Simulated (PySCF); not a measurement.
H₈Si₃, charge +1, doublet, geometry from GFN2-xTB (a state made from the parent by changing its charge; the spin is typed, not shown lowest); PBE/6-31G* (PySCF).

Input for PySCF:
```python
from pyscf import gto, scf, dft, solvent

mol = gto.Mole()
mol.atom = '''
    Si    1.72970700    0.88632690   -0.02570099
    Si    0.21379199   -1.03907901   -0.12106423
    Si   -1.93525910    0.11270432    0.14209921
    H     3.05477237    0.29246878   -0.14008456
    H     1.35648416    1.72359881   -1.16140085
    H     1.47238649    1.51610692    1.26561358
    H     0.47009202   -2.03242159    0.92458347
    H     0.31768446   -1.79635619   -1.37067855
    H    -2.00263957    1.06104696   -0.96534658
    H    -1.86669223    0.75613159    1.45031695
    H    -2.91744618   -0.95990614    0.06232071
'''
mol.basis = '6-31g*'
mol.charge = 1
mol.spin = 1
mol.verbose = 4
mol.build()

mf = dft.UKS(mol)
mf.xc = 'pbe'
mf.kernel()
```

### Question
Predict the main parts of the log of this PySCF run.

### Answer

```
PySCF version 2.14.0

[INPUT] verbose = 4
[INPUT] num. atoms = 11
[INPUT] num. electrons = 49
[INPUT] charge = 1
[INPUT] spin (= nelec alpha-beta = 2S) = 1
[INPUT] symmetry False subgroup None
[INPUT] Mole.unit = angstrom
[INPUT] Symbol           X                Y                Z      unit          X                Y                Z       unit  Magmom
[INPUT]  1 Si     1.729707000000   0.886326900000  -0.025700990000 AA    3.268672505743   1.674915097835  -0.048567832230 Bohr   0.0
[INPUT]  2 Si     0.213791990000  -1.039079010000  -0.121064230000 AA    0.404008308726  -1.963574750684  -0.228778238181 Bohr   0.0
[INPUT]  3 Si    -1.935259100000   0.112704320000   0.142099210000 AA   -3.657109679072   0.212980297855   0.268528589417 Bohr   0.0
[INPUT]  4 H      3.054772370000   0.292468780000  -0.140084560000 AA    5.772683152189   0.552685894186  -0.264721452680 Bohr   0.0
[INPUT]  5 H      1.356484160000   1.723598810000  -1.161400850000 AA    2.563383554711   3.257129699526  -2.194729527337 Bohr   0.0
[INPUT]  6 H      1.472386490000   1.516106920000   1.265613580000 AA    2.782407215610   2.865026854358   2.391663045730 Bohr   0.0
[INPUT]  7 H      0.470092020000  -2.032421590000   0.924583470000 AA    0.888345171144  -3.840720174753   1.747209537600 Bohr   0.0
[INPUT]  8 H      0.317684460000  -1.796356190000  -1.370678550000 AA    0.600336623430  -3.394621221267  -2.590207064316 Bohr   0.0
[INPUT]  9 H     -2.002639570000   1.061046960000  -0.965346580000 AA   -3.784440313517   2.005088159702  -1.824240651486 Bohr   0.0
[INPUT] 10 H     -1.866692230000   0.756131590000   1.450316950000 AA   -3.527537073554   1.428881619232   2.740701829315 Bohr   0.0
[INPUT] 11 H     -2.917446180000  -0.959906140000   0.062320710000 AA   -5.513174263359  -1.813959709888   0.117769073788 Bohr   0.0

nuclear repulsion = 190.690477291109
number of shells = 40
number of NR pGTOs = 185
number of NR cGTOs = 70
basis = 6-31g*
ecp = {}

******** <class 'pyscf.dft.uks.UKS'> ********
method = UKS
initial guess = minao
damping factor = 0
level_shift factor = 0
DIIS = <class 'pyscf.scf.diis.CDIIS'>
diis_start_cycle = 1
diis_space = 8
diis_damp = 0
SCF conv_tol = 1e-09
SCF conv_tol_grad = None
SCF max_cycles = 50
direct_scf = True
direct_scf_tol = 1e-13
number electrons alpha = 25  beta = 24
XC library pyscf.dft.libxc version 7.1.2
    S. Lehtola, C. Steigemann, M. J. T. Oliveira, and M. A. L. Marques,  SoftwareX 7, 1–5 (2018)
XC functionals = pbe
    J. P. Perdew, K. Burke, and M. Ernzerhof,  Phys. Rev. Lett. 77, 3865 (1996)
    J. P. Perdew, K. Burke, and M. Ernzerhof,  Phys. Rev. Lett. 78, 1396 (1997)
    J. P. Perdew, K. Burke, and M. Ernzerhof,  Phys. Rev. Lett. 77, 3865 (1996)
    J. P. Perdew, K. Burke, and M. Ernzerhof,  Phys. Rev. Lett. 78, 1396 (1997)
radial grids:
    Treutler-Ahlrichs [JCP 102, 346 (1995); DOI:10.1063/1.469408] (M4) radial grids

becke partition: Becke, JCP 88, 2547 (1988); DOI:10.1063/1.454033
pruning grids: <function nwchem_prune>
grids dens level: 3
symmetrized grids: False
atomic radii adjust function: <function treutler_atomic_radii_adjust>
small_rho_cutoff = 0
Set gradient conv threshold to 3.16228e-05
tot grids = 136008
init E= -872.413728694776

cycle= 1 E= -872.372491660234  delta_E= 0.0412  |g|= 0.168  |ddm|= 1.86
cycle= 2 E= -872.360654087714  delta_E= 0.0118  |g|= 0.201  |ddm|= 0.528
cycle= 3 E= -872.395322583555  delta_E= -0.0347  |g|= 0.0216  |ddm|= 0.314
cycle= 4 E= -872.395760894931  delta_E= -0.000438  |g|= 0.00542  |ddm|= 0.0452
cycle= 5 E= -872.395791701746  delta_E= -3.08e-05  |g|= 0.000928  |ddm|= 0.0114
cycle= 6 E= -872.395792499794  delta_E= -7.98e-07  |g|= 0.000308  |ddm|= 0.0022
cycle= 7 E= -872.395792585951  delta_E= -8.62e-08  |g|= 0.000107  |ddm|= 0.000749
cycle= 8 E= -872.395792598562  delta_E= -1.26e-08  |g|= 1.95e-05  |ddm|= 0.00025
cycle= 9 E= -872.39579259899  delta_E= -4.28e-10  |g|= 6.9e-06  |ddm|= 5.32e-05
Extra cycle  E= -872.395792598827  delta_E= 1.62e-10  |g|= 1.36e-05  |ddm|= 4.23e-05
converged SCF energy = -872.395792598827  <S^2> = 0.75256844  2S+1 = 2.0025668
```
